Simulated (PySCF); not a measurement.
**Zirconium: a sound run and one with changed settings**

Sound run: Zr [Kr] 4d2 5s2, Zr⁺ [Kr] 4d2 5s1. All numbers are calculated (PySCF 2.14, a scalar-relativistic core potential, in aug-cc-pVDZ-PP with ECP28MDF). The sound run starts from symmetry-adapted Hartree-Fock orbitals and uses a fine grid where one is needed.

A second run was set up differently.

| species | method | sound run (hartree) | changed run (hartree) | converged |
| --- | --- | --- | --- | --- |
| Zr | UHF | -46.30215 | -46.30215 | no |
| Zr | TPSS | -46.73848 | -46.73848 | no |
| Zr | B3LYP | -46.77351 | -46.75932 | no |
| Zr⁺ | UHF | -46.11037 | -46.11037 | no |
| Zr⁺ | TPSS | -46.50559 | -46.50559 | no |
| Zr⁺ | B3LYP | -46.52979 | -46.51259 | no |

Q: What was changed?
A. basis contracted for another Hamiltonian
B. a valence shell is frozen
C. too few SCF iterations
D. minimal basis

A: C. It used initial guess minao, at most 8 SCF cycles. The SCF was stopped early; the energies are upper bounds that still move, and correlated levels were skipped or rest on poor orbitals.
